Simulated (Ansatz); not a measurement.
`O[SiH](O)[SiH3]` + H–F → `O[SiH](F)[SiH3]` + H₂O at 700 K and 1 bar (ligand exchange at the Si–O bond).

Program: Ansatz. Geometries: PBE0-D4/def2-TZVP. ΔE: electronic, gas phase. CCSD(T)/CBS is the MP2 limit (def2-TZVPP, def2-QZVPP) plus CCSD(T) − MP2 in def2-TZVPP, frozen cores. This one scheme is used for every species. One conformer a species, not always the lowest.

```json
{"species": "`O[SiH](O)[SiH3]`", "CCSD(T)/CBS energy (Eh)": "-732.20558", "H − E (kJ/mol)": "244.6", "S (J/(mol·K))": "469.1"}
{"species": "H–F", "CCSD(T)/CBS energy (Eh)": "-100.39570", "H − E (kJ/mol)": "45.2", "S (J/(mol·K))": "198.5"}
{"species": "`O[SiH](F)[SiH3]`", "CCSD(T)/CBS energy (Eh)": "-756.23815", "H − E (kJ/mol)": "208.1", "S (J/(mol·K))": "452.3"}
{"species": "H₂O", "CCSD(T)/CBS energy (Eh)": "-76.37941", "H − E (kJ/mol)": "80.5", "S (J/(mol·K))": "218.4"}
```

H − E and S are ideal-gas, rigid-rotor, harmonic terms from PBE0-D4/def2-TZVP, for one conformer and one mirror image of each species. 1 Eh = 2625.50 kJ/mol, R = 8.31446 J/(mol·K).

Task: By hand: ΔE, ΔH, ΔS and ΔG.

Result: ΔE = (-756.23815) + (-76.37941) − (-732.20558) − (-100.39570) = -0.01628 Eh = -42.7 kJ/mol. Δ(H − E) = 208.1 + 80.5 − 244.6 − 45.2 = -1.2, so ΔH = -43.9 kJ/mol. ΔS = 452.3 + 218.4 − 469.1 − 198.5 = 3.1 J/(mol·K). ΔG = -43.9 − 700 × (3.1)/1000 = -46.1 kJ/mol.

Task: By hand: the equilibrium constant, and the temperature at which ΔG would vanish if ΔH and ΔS stayed fixed.

Result: log₁₀ K = −ΔG/(RT ln 10) = 3.4. ΔH and −TΔS have one sign here, so there is no such temperature.

The number of gas molecules stays the same, so ΔS is small and ΔH decides. A doubt of 5 kJ/mol in ΔE shifts log₁₀ K by 0.4 here. Other conformers and mirror images would add mixing entropy, several J/(mol·K) or more a flexible species. These are equilibria of isolated gas molecules and say nothing of rates. Largest T1 diagnostic: 0.013 (customary marks: 0.02 for closed shells, 0.045 for open ones).

ΔS is within the doubt of such terms, so its sign, and with it that verdict, could turn.
